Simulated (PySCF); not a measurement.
System: BF₄ (anion, charge -1), singlet: flattening of a tetrahedron along the D2d path, bond length relaxed. Scanned: the two opposite F-B-F angles (109.47 = tetrahedral, 180 = square planar). Other coordinates (B-F bond length) were minimised at B3LYP/def2-TZVP.

The free coordinates were minimised at B3LYP/def2-TZVP in PySCF; the energy column is M06-2X/def2-TZVP in PySCF 2.14.0, in mEh.

| a / ° | B-F bond length / Å | E |
|---|---|---|
| 90 | 1.436 | 46.0 |
| 95 | 1.424 | 23.7 |
| 100 | 1.416 | 9.5 |
| 105 | 1.412 | 2.0 |
| 109.47 | 1.411 | 0.0 |
| 115 | 1.412 | 2.7 |
| 120 | 1.416 | 9.2 |
| 130 | 1.427 | 30.9 |
| 140 | 1.441 | 60.1 |
| 150 | 1.457 | 91.4 |
| 160 | 1.472 | 119.4 |
| 170 | 1.482 | 139.1 |
| 180 | 1.486 | 146.1 |
